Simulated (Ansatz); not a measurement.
Reaction (SMILES): [F][Ge]([F])[F] → 3 F atom + Ge atom
B3LYP-D3(BJ)/def2-TZVP geometries, fixed; electronic energies without zero-point terms.

Basis-set convergence of the atomisation energy at PBE0 with Ansatz (a quantum-chemistry and plane-wave program). All functions are spherical. The program fits the integrals of some runs and decomposes those of others, by size. Open shells are unrestricted. No added dispersion term, no relativity. Functions are those of the species that has most. Reference: the value in pcseg-4, 324.32 kcal/mol, itself unsure by roughly 0.33 kcal/mol (its mean distance from aug-pcseg-3, aug-cc-pVQZ, cc-pV5Z). Deviations are taken from unrounded values.

| basis | functions | atomisation energy (kcal/mol) |
|---|---|---|
| cc-pVDZ | 69 | 308.37 |
| aug-cc-pVDZ | 105 | 314.15 |
| pcseg-1 | 69 | 307.09 |
| aug-pcseg-1 | 105 | 313.95 |
| def2-SVP | 74 | 319.30 |
| def2-SVPD | 107 | 319.03 |
| cc-pVTZ | 133 | 322.65 |
| aug-cc-pVTZ | 197 | 322.55 |
| pcseg-2 | 133 | 322.28 |
| aug-pcseg-2 | 197 | 323.56 |
| def2-TZVPP | 141 | 322.95 |
| def2-TZVPPD | 174 | 323.37 |
| cc-pVQZ | 233 | 325.68 |
| aug-cc-pVQZ | 333 | 324.96 |
| pcseg-3 | 248 | 324.08 |
| aug-pcseg-3 | 348 | 324.21 |
| def2-QZVPP | 260 | 324.30 |
| def2-QZVPPD | 293 | 324.36 |

What the diffuse functions change, pair by pair:
- cc-pVDZ to aug-cc-pVDZ: 36 more functions, deviation -15.95 to -10.17 kcal/mol
- pcseg-1 to aug-pcseg-1: 36 more functions, deviation -17.22 to -10.37 kcal/mol
- def2-SVP to def2-SVPD: 33 more functions, deviation -5.02 to -5.28 kcal/mol
- cc-pVTZ to aug-cc-pVTZ: 64 more functions, deviation -1.67 to -1.77 kcal/mol
- pcseg-2 to aug-pcseg-2: 64 more functions, deviation -2.04 to -0.76 kcal/mol
- def2-TZVPP to def2-TZVPPD: 33 more functions, deviation -1.36 to -0.95 kcal/mol
- cc-pVQZ to aug-cc-pVQZ: 100 more functions, deviation 1.36 to 0.64 kcal/mol
- pcseg-3 to aug-pcseg-3: 100 more functions, deviation -0.24 to -0.11 kcal/mol
- def2-QZVPP to def2-QZVPPD: 33 more functions, deviation -0.02 to 0.04 kcal/mol

They bring the value nearer the reference by more than 0.33 kcal/mol in 5 of 9 pairs.
